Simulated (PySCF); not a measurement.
# Spinor energies of In (indium, neutral)

Start: [Kr] 4d10 5s2 5p1; 5p1/2 filled at m_j = +1/2. Calculated with PySCF 2.14 in x2c-TZVPPall-2c: generalised Hartree-Fock with the X2C-1e Hamiltonian and a Gaussian nucleus; one run each with spin-orbit coupling (SO) switched off, then screened by Boettger's factors.

| spinor shell | electrons | ε, spin-free (eV) | ε, screened SO (eV) | weight of nominal j (screened SO) | rms radius, screened SO (bohr) |
| --- | --- | --- | --- | --- | --- |
| 1s1/2 | 2 | -28081.6 | -28079.0 | 1.000 | 0.0340 |
| 2s1/2 | 2 | -4295.4 | -4294.6 | 1.000 | 0.139 |
| 2p1/2 | 2 | -3848.3 | -3994.4 | 1.000 | 0.120 |
| 2p3/2 | 4 | -3848.3 | -3781.3 | 1.000 | 0.125 |
| 3s1/2 | 2 | -854.12 | -853.81 | 1.000 | 0.371 |
| 3p1/2 | 2 | -704.06 | -731.23 | 1.000 | 0.365 |
| 3p3/2 | 4 | -704.06 | -691.37 | 1.000 | 0.376 |
| 3d3/2 | 4 | -471.74 | -476.30 | 1.000 | 0.350 |
| 3d5/2 | 6 | -471.74 | -468.32 | 1.000 | 0.353 |
| 4s1/2 | 2 | -144.31 | -144.14 | 1.000 | 0.907 |
| 4p1/2 | 2 | -97.281 | -102.00 | 1.000 | 0.970 |
| 4p3/2 | 4 | -97.281 | -94.907 | 1.000 | 1.00 |
| 4d3/2 | 4 | -27.480 | -27.933 | 1.000 | 1.27 |
| 4d5/2 | 6 | -27.480 | -26.933 | 1.000 | 1.28 |
| 5s1/2 | 2 | -10.803 | -10.726 | 0.996 | 2.92 |
| 5p1/2 | 1 | -5.500 | -5.688 | 0.983 | 3.90 |

```json
{"quantity": "E (hartree)", "spin-free": "-5877.62302", "screened SO": "-5878.91245"}
{"quantity": "M_J", "spin-free": "1/2", "screened SO": "1/2"}
{"quantity": "⟨J²⟩", "spin-free": "1.101", "screened SO": "0.819"}
{"quantity": "⟨L²⟩", "spin-free": "2.052", "screened SO": "2.067"}
{"quantity": "⟨S²⟩", "spin-free": "0.768", "screened SO": "0.783"}
```

⟨J²⟩ departs a little from M_J(M_J + 1) because the unrestricted spinors polarise the closed shells.

Breit and QED terms are absent; they matter most for the inner s and p1/2 levels.

Densities and radii are taken from the X2C orbitals without a picture-change correction, which distorts them close to the nucleus.

Without spin-orbit coupling the j labels of p, d and f shells carry no meaning; the spin-free column gives the mean over the occupied spinors of each nl shell, and its ⟨J²⟩ belongs to a mixture of degenerate components.
